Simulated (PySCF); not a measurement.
# Polarisability and C₆ of Pt (platinum, neutral)

[Xe] 4f14 5d9 6s1, high-spin 3D determinant. All numbers are calculated (PySCF 2.14, the spin-free X2C one-electron Hamiltonian (Gaussian nucleus), in x2c-TZVPPall with one added diffuse shell each of s, p, d, f type (12s8p8d4f1g, 113 functions)). Coupled (time-dependent) response in atomic units; α is the mean over directions.

```tsv
method	mean α (bohr³)	C₆ (like pair)	S(−4)
UHF	53.53	496.1	1841
```

S(−4) is the Cauchy moment in α(ω) = α(0) + S(−4) ω² + …

Reference α: 48 ± 4 bohr³ (recommended; Schwerdtfeger and Nagle, table of static dipole polarizabilities (2023 update)). Published C₆: 470.0 (Gould and Bucko (2016)).

Spin-orbit coupling is absent.

Hartree-Fock lies above the reference because it lacks correlation, which contracts the outer shell.

α(iu) at UHF:

```
u (hartree)  α(iu) (bohr³)
          0          53.53
     0.0500          49.43
      0.100          41.04
      0.200          27.28
      0.300          19.68
      0.500          12.44
      0.750          8.381
       1.00          6.180
       1.50          3.856
       2.00          2.664
       3.00          1.497
       5.00         0.6648
```

A single London oscillator, α(iu) = α/(1 + u²/ω²), gives C₆ = (3/4) ω α². Matching the computed C₆ needs ω = 4 × 496.1 / (3 × 53.53²) = 0.231 hartree.

Spin-orbit coupling, absent here, splits the open shell strongly.
